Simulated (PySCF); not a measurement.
## Orbital picture of SnB

PBEsol at R = 2.192 Å; basis Sn cc-pVDZ-PP with ECP28, B cc-pVDZ; scalar-relativistic core potentials; PySCF 2.14. State: ⁴Σ⁻ (quartet), unpaired electrons σ ↑, π ↑↑. Only the outer orbitals are listed, counted within each symmetry, core potentials removing the inner ones.

| spin | orbital | occ. | ε (eV) | on Sn (%) | main shells (%) |
| --- | --- | --- | --- | --- | --- |
| α | 5σ | 1 | -12.67 | 63 | 59 Sn s, 31 B s |
| α | 6σ | 1 | -8.66 | 45 | 53 B s, 32 Sn s, 12 Sn p |
| α | 3π | 1 | -5.21 | 57 | 56 Sn p, 42 B p |
| α | 3π | 1 | -5.21 | 57 | 56 Sn p, 42 B p |
| α | 7σ | 1 | -5.05 | 38 | 53 B p, 33 Sn p, 8 B s |
| α | 4π | 0 | -2.52 | 46 | 54 B p, 44 Sn p |
| α | 4π | 0 | -2.52 | 46 | 54 B p, 44 Sn p |
| α | 8σ | 0 | 0.56 | 87 | 78 Sn p, 21 B p |
| β | 5σ | 1 | -11.44 | 70 | 67 Sn s, 24 B s |
| β | 6σ | 1 | -7.16 | 50 | 50 B s, 26 Sn s, 23 Sn p |
| β | 3π | 0 | -3.81 | 67 | 67 Sn p, 32 B p |
| β | 3π | 0 | -3.81 | 67 | 67 Sn p, 32 B p |
| β | 7σ | 0 | -3.15 | 32 | 49 B p, 29 Sn p, 19 B s |

Problem. Which are the highest filled and the lowest empty level, where do they sit, and how wide is the gap?

Solution. Highest filled α 7σ at -5.05 eV (in %: 53 B p, 33 Sn p, 8 B s); lowest empty β 3π at -3.81 eV (in %: 67 Sn p, 32 B p); the gap at PBEsol is 1.24 eV.

* bond order (Mayer): 1.88
* ⟨S²⟩: 3.751
* charge on Sn (Mulliken, basis-dependent): 0.20
* charge on Sn (Löwdin, basis-dependent): 0.21
* dipole moment (positive dipole means Sn(−)B(+)): -1.45 D

Spin–orbit coupling is left out. The state is the lowest determinant that a PBE0 search found; another state may lie lower at other levels.
